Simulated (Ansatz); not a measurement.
## A relaxation, step by step

GeH4SO, singlet, PBE0-D4/def2-TZVP (Ansatz 0.2.0). Settings:

```yaml
hamiltonian: {xc: pbe0, dispersion: d4}
relax: {f_tol: 0.005, max_steps: 200}
```

Start, a step off a saddle point along its unstable mode:

```xyz
7
angstrom
Ge -0.4336 0.3025 0.7039
S 1.2129 0.1460 -1.0474
O -1.4965 -0.2391 -0.5319
H -0.4322 -0.2181 -1.2862
H -0.4126 1.7844 1.1302
H 0.0630 -0.6165 1.8663
H 1.4991 -1.1590 -0.8349
```

| step | energy less the last (meV) | largest force component (eV/Å) |
| --- | --- | --- |
| 1 | 1935.3 | 2.494 |
| 2 | 1553.2 | 3.354 |
| 3 | 833.1 | 1.450 |
| 4 | 493.5 | 1.116 |
| 5 | 221.9 | 1.244 |
| 6 | 61.9 | 0.381 |
| 7 | 29.6 | 0.263 |
| 8 | 20.6 | 0.636 |
| 9 | 6.0 | 0.230 |
| 10 | 5.2 | 0.378 |
| 11 | 0.2 | 0.039 |
| 12 | 0.2 | 0.030 |
| 13 | 0.0 | 0.006 |
| 14 | 0.0 | 0.003 |

Step 2, positions (Å) and forces (eV/Å):

```
atom       x       y       z      Fx      Fy      Fz
 Ge1  -0.332   0.289   0.649   0.803   0.514   0.407
  S2   1.218   0.162  -1.099   0.797  -0.255   0.836
  O3  -1.487  -0.238  -0.526   1.842  -0.135  -2.069
  H4  -0.524  -0.205  -1.262  -3.354  -0.422   1.359
  H5  -0.399   1.756   1.115  -0.066  -0.068  -0.026
  H6   0.037  -0.656   1.816  -0.036   0.006  -0.179
  H7   1.487  -1.108  -0.692   0.014   0.360  -0.329
```

Step 9, positions (Å) and forces (eV/Å):

```csv
atom,x,y,z,Fx,Fy,Fz
Ge1,-0.127,0.267,0.539,-0.047,-0.062,0.018
S2,1.743,0.228,-0.658,-0.013,0.042,-0.003
O3,-1.489,-0.373,-0.408,0.014,-0.097,0.207
H4,-1.472,-0.082,-1.318,-0.002,0.116,-0.230
H5,-0.340,1.755,0.879,0.028,-0.097,0.027
H6,-0.076,-0.685,1.744,0.025,0.132,-0.039
H7,1.760,-1.109,-0.778,-0.006,-0.034,0.020
```

Step 10, positions (Å) and forces (eV/Å):

```tsv
atom	x	y	z	Fx	Fy	Fz
Ge1	-0.121	0.253	0.525	-0.058	0.078	0.053
S2	1.748	0.233	-0.673	-0.085	-0.076	0.058
O3	-1.477	-0.402	-0.422	0.046	0.161	-0.363
H4	-1.500	-0.038	-1.319	0.003	-0.138	0.378
H5	-0.340	1.737	0.877	-0.013	-0.064	-0.003
H6	-0.059	-0.675	1.747	0.026	0.055	-0.071
H7	1.749	-1.108	-0.734	0.081	-0.016	-0.052
```

Last step (14):

Ge1  (-0.126, 0.249, 0.519)
S2  (1.750, 0.222, -0.665)
O3  (-1.478, -0.408, -0.428)
H4  (-1.539, -0.006, -1.298)
H5  (-0.350, 1.731, 0.863)
H6  (-0.057, -0.670, 1.740)
H7  (1.800, -1.119, -0.731)
(Å)

The run took about 32 s on 2 CPU threads of an Intel Xeon Platinum 8375C (shared host).
